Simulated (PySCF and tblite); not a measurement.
The numbers below are computed, except where a source is named.
C₈H₅FOS, numbered as in [OH:1][c:2]1[s:3][c:4]2[cH:5][cH:6][cH:7][cH:8][c:9]2[c:10]1[F:11].

Conformers came from 60 starts (ETKDG and KDG, MMFF94s, GFN2-xTB); geometries are GFN2-xTB. Energies: PBE0-D3(BJ)/pcSseg-1 (IEF-PCM, methanol), with GFN2-xTB thermal terms (modes under about 100 cm⁻¹ blended into free rotors). Symmetry numbers and mirror images are counted. Conformers within 2.5 kcal/mol (GFN2-xTB free energy) were kept, 2 at most. Run with PySCF (density fitting) and tblite.

Torsions listed: H1–O1–C2–S3.

```tsv
conformer	shape	symmetry
1	180°	Cs
2	0°	Cs
```

(1) Which of these conformers is the most populated at 298.15 K, and with what share?

(2) Give the DFT energies and free energies relative to the lowest, and all weights.

(3) How does its share change from 250 K to 350 K?

## Answers

(1) Conformer 1, about 79 %.

(2) 
```csv
conformer,shape,E(DFT) kcal/mol,G(298.15 K) kcal/mol,weight %
1,180°,0.00,0.00,79.3
2,0°,0.99,0.80,20.7
```

(3) From 84 % to 75 %; the mixing entropy goes from 0.87 to 1.11 cal/(mol K).


Conformer gaps in pcSseg-1 on xTB geometries can be 2 kcal/mol off for S=O, P=O and other polar bonds.